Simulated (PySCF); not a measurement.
An unknown is described by computed data only.

Formula: C4H2F2O2.

| Quantity | Value |
| --- | --- |
| Dipole | 2.13 D [PBE0/pcSseg-1] |
| Couplings | largest of the computed one-bond spin–spin couplings (means over like bonds): 19F–13C -330.3 (×2), 13C–1H +225.8, 13C–1H +220.4, 17O–13C +45.5, 13C–13C +38.9, 17O–13C +33.8, 13C–13C +29.0, 17O–13C +18.1 Hz [B3LYP/pcJ-1, spin–dipole term left out for some pairs] |
| NMR, other nuclei | isotropic shieldings of nuclei other than C and H, by class: 40 (1 O), 110 (1 O), 262 (2 F) ppm [GIAO PBE0/pcSseg-1] |
| 1H NMR | chemical shifts (computed TMS as zero) by class: 7.14 (1 H), 6.62 (1 H) ppm [GIAO PBE0/pcSseg-1] |
| 13C NMR | chemical shifts (computed TMS as zero) by class: 170.3 (1 C), 142.7 (1 C), 127.5 (1 C), 125.4 (1 C) ppm [GIAO PBE0/pcSseg-1] |
| Rotational structure | rotational constants A, B, C: 4.456, 1.121, 1.061 GHz [GFN2-xTB] |

Electronic properties: PySCF, gas phase, density fitting. Levels stand in brackets. Geometry: GFN2-xTB, one conformer, isolated molecule. NMR classes are plain means over equivalent atoms (diastereotopic ones count apart unless rotation or inversion swaps them), as if these changed places fast.

Problem. What is the compound? Reason from the data.

Solution. Numbering: `[O:1]=[c:2]1[cH:3][c:4]1[O:5][CH:6]([F:7])[F:8]`. Its formula, C4H2F2O2, gives 3 degrees of unsaturation: 1 ring and 2 π bonds in the structure found (Kekulé form). 4 carbons fall into 4 classes; from least to most shielded: unsaturated ring carbon [C4] (170.3 ppm), ring carbonyl carbon [C2] (142.7 ppm), CHF2 carbon [C6] (127.5 ppm), unsaturated ring CH carbon [C3] (125.4 ppm). Hydrogen classes from least to most shielded: 1 H on a CHF2 carbon, C6 (7.14 ppm), 1 H on an unsaturated ring CH carbon, C3 (6.62 ppm). The other shieldings belong to: 40 ppm, carbonyl oxygen [O1]; 110 ppm, oxygen bonded to 2 C [O5]; 262 ppm, fluorine of a CF2 group [F7/F8]. The couplings run between: -330.3 Hz, fluorine of a CF2 group [F7] and CHF2 carbon [C6] (with 1 like pair); +225.8 Hz, CHF2 carbon [C6] and its hydrogen; +220.4 Hz, unsaturated ring CH carbon [C3] and its hydrogen; +45.5 Hz, oxygen bonded to 2 C [O5] and unsaturated ring carbon [C4]; +38.9 Hz, ring carbonyl carbon [C2] and unsaturated ring CH carbon [C3]; +33.8 Hz, carbonyl oxygen [O1] and ring carbonyl carbon [C2]; +29.0 Hz, unsaturated ring CH carbon [C3] and unsaturated ring carbon [C4]; +18.1 Hz, oxygen bonded to 2 C [O5] and CHF2 carbon [C6]. The optimised geometry has point group Cs and is an asymmetric top. Structure: `O=c1cc1OC(F)F`. Computed isomers that give other values at the same levels: `FC1=COC(F)=CO1` (13C chemical shifts (computed TMS as zero) by class: 166.3 (2 C), 114.1 (2 C) ppm); `FC1=COC=C(F)O1` (13C chemical shifts (computed TMS as zero) by class: 165.1 (2 C), 114.8 (2 C) ppm); `O=C1OCC(F)=C1F` (13C chemical shifts (computed TMS as zero) by class: 166.6 (1 C), 166.0 (1 C), 140.1 (1 C), 64.7 (1 C) ppm). The assignments are read from this structure; whether some other isomer fits the data as well wasn't checked.

Shape of the structure used: `[O:1]=[c:2]1[cH:3][c:4]1[O:5][CH:6]([F:7])[F:8]`: C3–C4–O5–C6 180°, C4–O5–C6–F7 121°.
